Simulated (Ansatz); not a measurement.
Consider the formal hydrolysis of a Ge–C bond: `[CH3][GeH]([NH2])[CH]=O` + H₂O → `[CH3][GeH]([NH2])[OH]` + `C=O`.

Gas-phase electronic energies from Ansatz, PBE0-D4/def2-TZVP geometries. CCSD(T)/CBS is the MP2 limit (def2-TZVPP, def2-QZVPP) plus CCSD(T) − MP2 in def2-TZVPP, frozen cores. This one scheme is used for every species. DFT in def2-TZVPP. B3LYP here is the variant with VWN-RPA as its local correlation; programs differ in this. For Ge outer-core shells are correlated without core-valence functions, which leaves a few kJ/mol of doubt a bond. Scalar relativity is left out up to krypton. Each species was taken in one conformer, which may not be the lowest.

`[CH3][GeH]([NH2])[CH]=O`:

Cartesian coordinates in Å:
```
C 1.216 -0.772 0.926
Ge -0.467 -0.255 0.114
N -1.041 1.335 0.847
C -0.169 -0.092 -1.873
O 0.854 -0.438 -2.402
H 1.596 -1.678 0.454
H 1.081 -0.947 1.993
H 1.954 0.020 0.787
H -1.614 -1.260 0.345
H -0.440 2.129 0.677
H -1.992 1.593 0.628
H -0.980 0.366 -2.495
```

H₂O:

```xyz
3

O     0.067    0.349    0.159
H     0.471   -0.022   -0.629
H    -0.538   -0.327    0.470
```

`[CH3][GeH]([NH2])[OH]`:

Cartesian coordinates in Å:
```
C 0.592 -0.818 -1.175
Ge 0.336 0.094 0.520
N -1.472 0.226 0.805
O 0.947 1.768 0.463
H 1.641 -0.761 -1.470
H 0.309 -1.869 -1.099
H -0.015 -0.344 -1.947
H 1.141 -0.526 1.679
H -2.026 -0.535 0.438
H -1.762 0.422 1.752
H 0.308 2.343 0.033
```

`C=O`:

Cartesian coordinates in Å:
```
C 0.004 -0.001 -0.001
O -1.085 0.317 0.372
H 0.912 0.571 0.278
H 0.169 -0.886 -0.649
```

Q: Is it downhill or uphill in electronic energy at CCSD(T)/CBS, and by how much? (An estimate is asked.)

A: The calculation gave: Downhill: ΔE = -0.62 eV.

Q: What do these levels give: r2SCAN-D4, ωB97X-V, ωB97M-V, B2PLYP, PBE, r2SCAN, PBE0, B3LYP, MP2/def2-TZVPP, SCS-MP2/def2-TZVPP, SCS-MP2/def2-QZVPP, CCSD/CBS(def2)? (Best estimate.)

A: Ansatz gave: r2SCAN-D4 -0.62, ωB97X-V -0.66, ωB97M-V -0.64, B2PLYP -0.68, PBE -0.54, r2SCAN -0.63, PBE0 -0.59, B3LYP -0.65, MP2/def2-TZVPP -0.67, SCS-MP2/def2-TZVPP -0.71, SCS-MP2/def2-QZVPP -0.70, CCSD/CBS(def2) -0.65 eV.

Largest T1 diagnostic among the species: 0.015.

The D4 term adds +0.04 eV with B3LYP and +0.02 eV with PBE0; it sums over pairs of atoms, weighted by their polarisabilities, and B3LYP, whose exchange is more repulsive, gets the larger term. From PBE to PBE0 (25 % exact exchange), in def2-TZVPP and without D4, ΔE moves by −0.05 eV. In def2-TZVPP, CCSD(T) changes the Hartree–Fock value by +0.19 eV (the triples alone add +0.02 eV) and MP2 by +0.17 eV.
